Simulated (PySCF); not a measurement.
# Fractional electron number in Kr²⁺ (krypton, charge +2)

The 4p beta orbital of [Ar] 3d10 4s2 4p4 is emptied in steps (occupation f), with all orbitals relaxed, ending at [Ar] 3d10 4s2 4p3. All numbers are calculated (PySCF 2.14, scalar relativity through the core potential, in aug-cc-pVDZ-PP with ECP10MDF (5s4p3d, 32 functions)). The exact energy is a straight line in f; departures are measured from the line between the end points of the same method.

Question: Among UHF, LDA, PBE, PBE0, r2SCAN, LC-wPBE, BHandHLYP, wB97X, MN15, B3LYP, which shows the largest delocalisation error (convex curve), and which is closest to linear?

Answer: Most convex: LDA (-1.472 eV at f = 0.5); closest to linear: UHF (0.172 eV).

```
   f  UHF (eV)  LDA (eV)  PBE (eV)  PBE0 (eV)  r2SCAN (eV)  LC-wPBE (eV)  BHandHLYP (eV)  wB97X (eV)  MN15 (eV)  B3LYP (eV)
   1     0.000     0.000     0.000      0.000        0.000         0.000           0.000       0.000      0.000       0.000
0.75     0.132    -1.104    -1.067     -0.772       -0.996        -0.223          -0.506      -0.332     -0.581      -0.860
 0.5     0.172    -1.472    -1.418     -1.024       -1.305        -0.293          -0.679      -0.457     -0.766      -1.148
0.25     0.126    -1.103    -1.058     -0.763       -0.951        -0.214          -0.515      -0.359     -0.572      -0.862
   0     0.000     0.000     0.000      0.000        0.000         0.000           0.000       0.000      0.000       0.000
```

| method | E(f=0) − E(f=1) (eV) | −ε at f=1 (eV) | −ε at f=0.5 (eV) |
| --- | --- | --- | --- |
| UHF | 34.247 | 34.970 | 34.230 |
| LDA | 35.684 | 29.803 | 35.687 |
| PBE | 35.398 | 29.698 | 35.422 |
| PBE0 | 35.430 | 31.302 | 35.453 |
| r2SCAN | 35.520 | 30.150 | 35.634 |
| LC-wPBE | 35.579 | 34.373 | 35.601 |
| BHandHLYP | 35.467 | 32.784 | 35.443 |
| wB97X | 35.543 | 33.811 | 35.475 |
| MN15 | 35.015 | 31.884 | 35.042 |
| B3LYP | 35.621 | 31.044 | 35.614 |

Reference removal energy between the ground levels: 35.838 ± 0.02 eV (measured; NIST Atomic Spectra Database, ionization energies). The calculation has no spin-orbit coupling. UHF lacks correlation.
